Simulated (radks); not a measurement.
All-electron atom: the iodine ion I2+ in [Kr] 4d10 5s2 5p3. Calculated with a radial shooting solver on a logarithmic mesh with Libxc functionals: Dirac Kohn-Sham, PBEsol, spin-unpolarised, spherical densities, finite nucleus; open shells fill j = l - 1/2 first; Fermi nuclear charge, rms radius 4.75 fm.

Spin-orbit splittings of the eigenvalues, e(l+1/2) - e(l-1/2), with zeta = 2 splitting/(2l+1) and mean radii in bohr:

shell  occ.  splitting (eV)  zeta (eV)  <r> j=l-1/2  <r> j=l+1/2
2p        6           298.5      199.0      0.09849       0.1042
3p        6           56.17      37.45       0.3041       0.3157
3d       10           11.82      4.727       0.2866       0.2902
4p        6           10.98      7.323       0.7726       0.8009
4d       10           1.724     0.6894       0.9127       0.9240
5p        3           1.300     0.8667        2.153        2.232
